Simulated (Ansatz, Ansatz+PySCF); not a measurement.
```xyz
4

N     0.0000    0.0000   -0.4711
H     0.0000    0.0000    3.2974
B    30.0000    0.0000   -0.7514
H    30.0000    0.0000    3.7571
```

Basis set: 6-31G (spherical functions). Left uncorrelated: 2 orbitals. Charge 0, multiplicity 3.

Computed with Ansatz (development build ahead of 0.2.0); each method stands on the lowest determinant of its kind that the runs found.

(1) Give the atomization energy at this shape (free ground-state atoms in the same class of orbitals less the molecule, no zero-point energy) of triplet BNH2 in separate pieces by UHF-CCSD(T), UHF-MP2, UHF.

Results:

(1)

```csv
method,atomization energy
UHF-CCSD(T),0.4 kJ/mol
UHF-MP2,0.4 kJ/mol
UHF,0.3 kJ/mol
```

Caution: the unrestricted determinant is a mixture of spin states. Caution for UHF-CCSD(T), UHF-MP2: bonds are stretched, where a single reference can fail.

This basis has no polarisation functions and is too small for such energies, which can lie far from measured ones in either direction.
